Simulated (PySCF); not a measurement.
carbazole (C12H9N), SMILES c1cccc2c1c1ccccc1[nH]2. Atoms are numbered in the order given.

```xyz
22

C      0.0000     3.4318    -0.1987
C      0.0000     3.0473     1.1556
C      0.0000     1.6995     1.5132
C      0.0000     0.7258     0.5055
C      0.0000     1.1333    -0.8598
C      0.0000     2.4841    -1.2227
N      0.0000     0.0000    -1.6560
C      0.0000    -1.1333    -0.8598
C      0.0000    -2.4841    -1.2227
C      0.0000    -3.4318    -0.1987
C      0.0000    -3.0473     1.1556
C      0.0000    -1.6995     1.5132
C      0.0000    -0.7258     0.5055
H      0.0000     4.4940    -0.4551
H      0.0000     3.8153     1.9321
H      0.0000     1.4045     2.5652
H      0.0000     2.7887    -2.2718
H      0.0000     0.0000    -2.6662
H      0.0000    -2.7887    -2.2718
H      0.0000    -4.4940    -0.4551
H      0.0000    -3.8153     1.9321
H      0.0000    -1.4045     2.5652
```
Charge 0, spin multiplicity 1.

The structure is a stationary point at B3LYP-D3(BJ)/def2-SVP.

Two levels are set side by side: PBE/pcSseg-1 (PySCF) and HF/pcSseg-1 (PySCF). GIAO shifts against NH3 (¹⁵N), TMS (¹H), TMS (¹³C) at the same level; non-relativistic, no solvent, atoms listed together averaged. Differences are taken from unrounded values.

```tsv
quantity	HF
δ(¹³C) of C1, C10 (ppm)	138.8
δ(¹³C) of C2, C11 (ppm)	127.0
δ(¹³C) of C3, C12 (ppm)	133.4
δ(¹³C) of C4, C13 (ppm)	130.6
δ(¹³C) of C5, C8 (ppm)	151.2
δ(¹³C) of C6, C9 (ppm)	116.6
δ(¹⁵N) of N7 (ppm)	115.5
δ(¹H) of H14, H20 (ppm)	8.06
δ(¹H) of H15, H21 (ppm)	7.74
δ(¹H) of H16, H22 (ppm)	8.91
δ(¹H) of H17, H19 (ppm)	7.81
δ(¹H) of H18 (ppm)	7.34
```

What does PBE give, and how far is it from HF? (The exact figures need the calculation; the answer reports its results.)


| quantity | PBE | PBE minus HF |
|---|---|---|
| δ(¹³C) of C1, C10 (ppm) | 131.0 | -7.8 |
| δ(¹³C) of C2, C11 (ppm) | 125.0 | -2.0 |
| δ(¹³C) of C3, C12 (ppm) | 125.4 | -8.0 |
| δ(¹³C) of C4, C13 (ppm) | 128.3 | -2.4 |
| δ(¹³C) of C5, C8 (ppm) | 142.2 | -9.0 |
| δ(¹³C) of C6, C9 (ppm) | 113.4 | -3.1 |
| δ(¹⁵N) of N7 (ppm) | 146.8 | 31.3 |
| δ(¹H) of H14, H20 (ppm) | 7.75 | -0.31 |
| δ(¹H) of H15, H21 (ppm) | 7.64 | -0.10 |
| δ(¹H) of H16, H22 (ppm) | 8.50 | -0.41 |
| δ(¹H) of H17, H19 (ppm) | 7.57 | -0.24 |
| δ(¹H) of H18 (ppm) | 7.37 | 0.03 |

Rough cost on one machine, each run with all the roots and properties that it gave: HF against PBE within a factor of 2.
